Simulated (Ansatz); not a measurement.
Abridged output of a molecular run in Ansatz:

```
Functional definition: HF
1908 factors; integrals over basis functions are off by at most 1.0e-3 eV
mean field evaluation 1: about -20858.4645 eV, gradient 4.3e1 eV
mean field evaluation 2: about -20858.5486 eV, gradient 4.3e1 eV
mean field evaluation 4: about -20862.8139 eV, gradient 3.8e0 eV
mean field evaluation 8: about -20862.8771 eV, gradient 3.2e-1 eV
mean field evaluation 16: about -20862.8777 eV, gradient 1.5e-6 eV
mean field -20862.87769017 eV, -766.6966137474 hartree, gradient 1.5e-6 eV, S^2 0.000000; 0 other end points of the search recorded, 0 dependent functions left out
12 core orbitals not correlated: weight in the atoms' cores, before any rotation towards them, 1.000 or more for the frozen orbitals, at most 0.000 for the correlated occupied ones
reference -20862.87769017 eV, -766.6966137474 hartree; 21, 21 occupied and 264, 264 virtual orbitals, 1908 factors
second order -30.34238841 eV of doubles, -0.00000000 eV of singles
cycle   1  -30.59878979 eV  change   -2.6e-1 eV  update   1.1e-1
cycle   2  -31.27464366 eV  change   -6.8e-1 eV  update   3.2e-2
cycle   3  -31.40191416 eV  change   -1.3e-1 eV  update   1.6e-2
cycle   4  -31.39147211 eV  change    1.0e-2 eV  update   4.0e-3
cycle   5  -31.38882348 eV  change    2.6e-3 eV  update   1.7e-3
cycle   6  -31.38928331 eV  change   -4.6e-4 eV  update   5.1e-4
cycle   7  -31.38904419 eV  change    2.4e-4 eV  update   1.8e-4
cycle   8  -31.38897667 eV  change    6.8e-5 eV  update   6.1e-5
cycle   9  -31.38900337 eV  change   -2.7e-5 eV  update   2.5e-5
perturbative correction -1.12827617 eV, -0.0414633846 hartree
Total energy: -20895.39496971 eV, -767.8916017296 hartree
```

Its atoms:

Cartesian coordinates in Å:
```
C -0.107 1.680 1.270
In -0.194 0.103 -0.171
C 0.109 -0.185 -2.265
F 1.674 -1.401 0.701
S -1.196 -1.961 0.816
H -1.106 1.874 1.663
H 0.537 1.363 2.091
H 0.290 2.597 0.837
H 0.770 -1.040 -2.406
H 0.555 0.695 -2.729
H -0.846 -0.398 -2.747
H 0.872 -1.901 0.905
H -1.355 -1.426 2.037
```

(1) Which basis set was used?
A. def2-QZVPP
B. def2-TZVPPD
C. cc-pV(Q+d)Z
D. def2-TZVPP

(2) Write the keys of the input that set method, charge and spin (a neutral closed shell needs none for the last two).

## Answers

(1) D. It gives 297 functions.

(2) 
```yaml
correlation: {method: ccsd_t}
```
